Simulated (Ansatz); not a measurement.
Reaction (ligand exchange at the Se–B bond): `C[Se]B(O)O` + PH₃ → `C[Se]P` + `OBO`

Computed with Ansatz on PBE0-D4/def2-TZVP structures; ΔE is electronic, products minus reactants. CCSD(T)/CBS is the MP2 limit (def2-TZVPP, def2-QZVPP) plus CCSD(T) − MP2 in def2-TZVPP, frozen cores. This one scheme is used for every species. Functionals use def2-TZVPP. B3LYP here is the variant with VWN-RPA as its local correlation; programs differ in this. For Se outer-core shells are correlated without core-valence functions, which leaves a few kJ/mol of doubt a bond. Scalar relativity is left out up to krypton. Each species was taken in one conformer, which may not be the lowest.

```csv
level,ΔE (kcal/mol)
PBE-D4,6.6
r2SCAN-D4,8.0
PBE0-D4,7.2
B3LYP-D4,6.5
MP2/def2-TZVPP,8.6
CCSD/def2-TZVPP,8.9
MP2/CBS(def2),7.4
CCSD/CBS(def2),7.6
```

Q: What does CCSD(T)/CBS give? (Estimate.)

A: The calculation gave: +7.7 kcal/mol. The listed levels differ from it by -1.1, 0.3, -0.5, -1.2, 0.9, 1.2, -0.3, -0.1 kcal/mol.

Largest T1 diagnostic among the species: 0.013.

In def2-TZVPP, CCSD(T) changes the Hartree–Fock value by +2.0 kcal/mol (the triples alone add +0.0 kcal/mol) and MP2 by +1.7 kcal/mol.
